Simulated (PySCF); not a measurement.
From one molecule to another.

First species: C4H7NO2S.
InChI=1S/C4H7NO2S/c1-2-8(6,7)4-3-5/h2,4H2,1H3

Second species: C8H9FO2.
SMILES: `O=CO[C@@]12C=C(F)[C@@H](CC1)C2`

Levels: PBE0/pcSseg-1 for HOMO energy, LUMO energy and HOMO–LUMO gap. Geometries: GFN2-xTB. Each structure is a single optimised conformer of the isolated species, non-relativistic unless stated. Electronic properties by PySCF.

The conformers computed, where there is a choice (atom-mapped SMILES and torsion angles):
- `[CH3:1][CH2:2][S:3](=[O:4])(=[O:5])[CH2:6][C:7]#[N:8]`: C1–C2–S3–O4 -65°, C2–S3–C6–C7 47°

The conformers of `O=CO[C@@]12C=C(F)[C@@H](CC1)C2` aren't listed.

Values for the first species:

```
HOMO energy   : -8.78 eV
LUMO energy   : -0.59 eV
HOMO–LUMO gap : 8.19 eV
```

Q: Estimate the same properties for the second species, and the change in each.

A: 
```
     property     first    second  second less first
  HOMO energy  -8.78 eV  -7.19 eV           +1.59 eV
  LUMO energy  -0.59 eV  -0.01 eV           +0.58 eV
HOMO–LUMO gap   8.19 eV   7.18 eV           -1.01 eV
```

